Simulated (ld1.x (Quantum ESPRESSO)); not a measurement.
**Transferability test, PAW potential for Yb (Z = 70)**

- Element: Yb (Z = 70)
- Generator: ld1.x (Quantum ESPRESSO) 7.5
- Type: PAW
- Functional: PBEsol
- Relativity: fully relativistic
- Frozen core: [Kr] 4d10
- Valence charge: 24
- Reference configuration: 4f14 5s2 5p6 5d0.5 6s1.5 6p0
- Partial waves: 5s (bound): rcut 1.55, rcutus 2.05 bohr; 6s (bound): rcut 1.55, rcutus 2.05 bohr; 5p (bound): rcut 2.15, rcutus 2.70 bohr; 6p (bound, empty): rcut 2.15, rcutus 2.70 bohr; 5d (bound): rcut 3.80, rcutus 4.25 bohr; 5d channel at 2.95 Ry: rcut 3.80, rcutus 4.25 bohr; 4f (bound): rcut 0.80, rcutus 0.85 bohr; 4f channel at 0.15 Ry: rcut 0.80, rcutus 0.85 bohr
- Local potential: all-electron potential smoothed inside 2.05 bohr (lloc = -2)
- Core correction: a·sin(br)/r model core, default radius (ld1.x builds one for every PAW set, though the input has nlcc=.false.)
- Augmentation charge: PSQ, inside the norm-conserving radii

Open shells are filled in proportion to 2j + 1 (rel_dist='average').

Energies are relative to the spin-unpolarised reference configuration 4f14 5s2 5p6 5d0.5 6s1.5 6p0; without spin polarisation the order of configurations can differ from experiment. Not all tests gave a result: test run stopped at test 6 of 7 (negative rho), 1 before it not solved. Left out of the table: 4f14 5s2 5p6 5d1 6s0 6p0 (solver errors, printed error -6312 eV). The frozen-core shift is the all-electron ΔE with the core orbitals held at their reference shape minus the fully relaxed ΔE.

| valence configuration | charge | ΔE all-electron (eV) | error AE − PS (meV) | frozen-core shift (meV) |
| --- | --- | --- | --- | --- |
| 4f14 5s2 5p6 5d0 6s0 6p0 | +2 | 17.052 | +44 | +1.0 |
| 4f14 5s2 5p6 5d1 6s1 6p0 | 0 | 1.632 | +13 | +0.1 |

(1) What are ΔE and the potential's error for 4f14 5s2 5p6 5d0 6s1 6p0?

(2) What are ΔE and the potential's error for 4f14 5s2 5p6 5d0 6s2 6p0?

The ghost test of this file was not conclusive.

Results:

(1) ΔE = 4.922 eV all-electron; the error (AE − PS) is +18 meV.

(2) ΔE = -1.629 eV all-electron; the error (AE − PS) is +29 meV.
